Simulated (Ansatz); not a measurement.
Ansatz (an electronic-structure program) input:

Ansatz 0.2 input:
```yaml
crystal:
  periodic: [false, false, false]
  atoms:
    - {symbol: Al, position_ang: [-0.00121496, -0.01498404, 1.29421651]}
    - {symbol: Al, position_ang: [0.00121496, 0.01498404, -1.29421651]}
    - {symbol: H, position_ang: [1.34717406, -0.03150224, 2.13754455]}
    - {symbol: H, position_ang: [-1.35118512, -0.01796590, 2.13516815]}
    - {symbol: H, position_ang: [0.00875948, 1.37382376, -2.12073067]}
    - {symbol: H, position_ang: [-0.00474843, -1.32435563, -2.15198203]}
basis:
  gaussian:
    orbitals: def2-TZVPD
hamiltonian:
  xc: {name: revPBE}
output: {forces: true}
```

Question: Predict the final energy.

Answer: -487.11871 Eh (revPBE/def2-TZVPD). The basis has 122 functions.
